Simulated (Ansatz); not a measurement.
`C#[C][GeH2][CH3]` + `C=C(N)CN` → `C#[C][GeH2][NH2]` + `C=C(C)CN`  (formal exchange of groups at a Ge–C bond)

Isolated molecules relaxed with PBE0-D4/def2-TZVP in Ansatz; ΔE leaves out vibrations. CCSD(T)/CBS adds triple-zeta CCSD(T) − MP2 to the extrapolated MP2 energy (def2 sets, frozen cores). DFT in def2-TZVPP. For Ge outer-core shells are correlated without core-valence functions, which leaves a few kJ/mol of doubt a bond. Scalar relativity is left out up to krypton. Each species was taken in one conformer, which may not be the lowest.

Task: Is it downhill or uphill in electronic energy at CCSD(T)/CBS, and by how much? (Estimate.)

Result: Ansatz gave: Downhill: ΔE = -3.3 kcal/mol.

Task: What do these levels give: PBE-D4, r2SCAN-D4, ωB97X-V, B2PLYP, PBE, r2SCAN, HF/def2-TZVPP, MP2/def2-TZVPP, SCS-MP2/def2-QZVPP, HF/CBS(def2), MP2/CBS(def2), CCSD/CBS(def2)? (Best estimate.)

Result: The calculation gave: PBE-D4 0.3, r2SCAN-D4 -0.5, ωB97X-V -2.0, B2PLYP -2.4, PBE 0.4, r2SCAN -0.5, HF/def2-TZVPP -4.7, MP2/def2-TZVPP -3.3, SCS-MP2/def2-QZVPP -4.2, HF/CBS(def2) -4.8, MP2/CBS(def2) -3.2, CCSD/CBS(def2) -3.5 kcal/mol.

Largest T1 diagnostic among the species: 0.012.

In def2-TZVPP, CCSD(T) changes the Hartree–Fock value by +1.3 kcal/mol (the triples alone add +0.2 kcal/mol) and MP2 by +1.4 kcal/mol.
